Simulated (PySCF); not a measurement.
Electronic structure of Ga⁺ (gallium, charge +1) at the TPSSh level

Configuration: [Ar] 3d9 4s2 5s1, high-spin 3D determinant (an excited configuration). Computed with PySCF 2.14 in aug-cc-pVQZ-DK (8s7p5d3f2g, 93 functions), with the spin-free X2C one-electron Hamiltonian (Gaussian nucleus).

| Quantity | Value |
| --- | --- |
| Total energy | -1942.521 hartree |
| One-electron energy | -2680.224 hartree |
| Hartree (Coulomb) energy | 812.871 hartree |
| Exchange-correlation energy | -75.168 hartree |
| ⟨S²⟩ | 2.0004 |
| ⟨L²⟩ | 6.007 |
| Sum of ⟨r⟩ | 23.09 bohr |
| Sum of ⟨r²⟩ | 50.59 bohr² |
| Traceless quadrupole moment −½Σ⟨3z² − r²⟩ along its main axis | -0.448 e·bohr² |
| Langevin diamagnetic susceptibility | -40.1 ×10⁻⁶ cm³/mol |

| shell | electrons | mean orbital energy (hartree) | spread (hartree) | rms radius, mean of both spins (bohr) |
| --- | --- | --- | --- | --- |
| 1s α | 1 | -377.97826 | 0 | 0.0560 |
| 1s β | 1 | -377.97736 | 0 | 0.0560 |
| 2s α | 1 | -47.81617 | 0 | 0.236 |
| 2s β | 1 | -47.78955 | 0 | 0.236 |
| 2p α | 3 | -41.69726 | 0.05560 | 0.211 |
| 2p β | 3 | -41.67459 | 0.03234 | 0.211 |
| 3s α | 1 | -6.52818 | 0 | 0.693 |
| 3s β | 1 | -6.46596 | 0 | 0.693 |
| 3p α | 3 | -4.65901 | 0.09995 | 0.730 |
| 3p β | 3 | -4.59571 | 0.03332 | 0.730 |
| 3d α | 5 | -1.63149 | 0.11679 | 0.854 |
| 3d β | 4 | -1.58152 | 0.08495 | 0.854 |
| 4s α | 1 | -0.85504 | 0 | 2.15 |
| 4s β | 1 | -0.84221 | 0 | 2.15 |
| 5s α | 1 | -0.24744 | 0 | 5.50 |

The outer electron is Rydberg-like, and this basis confines it to a smaller radius and binds it less than a complete one would.

Densities and radii are taken from the X2C orbitals without a picture-change correction, which distorts them close to the nucleus.
